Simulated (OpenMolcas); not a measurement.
## Multiplet structure of I VI

* Program: OpenMolcas 26.06
* Method: RASSCF
* Basis: ANO-RCC-VQZP [8s7p5d3f2g]
* Scalar Hamiltonian: DKH2, point nucleus
* Active space: 2 electrons in 9 orbitals (RAS2 5s 5p; RAS3 5d, at most 2 electrons)
* State averaging: 2S+1 = 3 even, 3 roots; 2S+1 = 1 even, 7 roots; 2S+1 = 3 odd, 3 roots; 2S+1 = 1 odd, 3 roots
* Spin-orbit coupling: state interaction with AMFI integrals over the reference wave functions, term energies averaged over their components

With spin-orbit coupling, above the lowest level:

| Configuration | Term | J | E (cm⁻¹) | Measured (cm⁻¹) | g | Term weight % |
| --- | --- | --- | --- | --- | --- | --- |
| 5s² | ¹S | 0 | 0.0 | 0.0 |  | 100 |
| 5s 5p | ³P° | 0 | 80720 | 85666 |  | 100 |
| 5s 5p | ³P° | 1 | 84051 | 89262 | 1.494 | 99 |
| 5s 5p | ³P° | 2 | 92597 | 99685 | 1.501 | 100 |
| 5s 5p | ¹P° | 1 | 129939 | 127424 | 1.007 | 99 |
| 5p² | ³P | 0 | 198805 | 200085 |  | 95 |
| 5p² | ¹D | 2 | 203596 | 209432 | 1.108 | 78 |
| 5p² | ³P | 1 | 205181 | 208474 | 1.501 | 100 |
| 5p² | ³P | 2 | 215404 | 221984 | 1.393 | 78 |

Against the 8 measured excited levels shown (the list in Rauch et al., Astron. Astrophys. 606, A105 (2017)) the mean absolute deviation is 4600 cm-1; the largest miss in energy is 5s 5p ³P°₂: computed 92597, measured 99685 cm⁻¹ (-7.1 %).

Spin-orbit coupling puts the lowest level 15.7 cm⁻¹ below the lowest spin-free term.

Active for correlation alone: 5d; no level in the range computed is led by a configuration that fills it, so any true level of that kind is missing. Some terms mix strongly with configurations of 5d, whose occupation reaches 0.21 (5p² ¹D). Computed and measured levels are paired by configuration, term and J; levels that our copy of the source lacks, or whose pairing is in doubt (as where it misses far off the trend of its configuration), stay unpaired and out of the deviations. Only configurations of the active space appear. The first state left out of the spin-orbit step lies near 290000 cm-1 above the lowest spin-free state of the reference (among the parities and spins computed), and the list stops at four fifths of that energy or lower.

The term weight is that of the spin-free term in the level, not the purity of its configuration. ° marks odd parity.
